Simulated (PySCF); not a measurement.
CH7FOSi2, SMILES O[SiH2][SiH2]CF.

The structure is a stationary point at r2SCAN-D4/def2-SVP. The structure was generated by enumeration, and PubChem lists no compound with its InChIKey, so it may never have been made. One conformer was computed; it need not be the lowest.

The numbers are results of SMD-PBE0/def2-SVP run with PySCF, not measurements.

Solvation free energies are E(SMD) − E(gas) at the gas-phase geometry, for 1 M in both phases. In vacuum the dipole moment is 3.03 D.

```
solvent                ΔG(solv) (kcal/mol)  its non-electrostatic (CDS) part  dipole (D)
---------------------  -------------------  --------------------------------  ----------
water                                    ?                                 ?           ?
N,N-dimethylformamide                 -4.0                               0.4        3.66
methanol                              -6.2                               0.8        3.77
```

Question: Fill in the missing entries. (An estimate is asked for; the answer gives what the named calculation found.)

Answer: 
- water, ΔG(solv) (kcal/mol): -2.7
- water, its non-electrostatic (CDS) part: 4.6
- water, dipole (D): 3.80
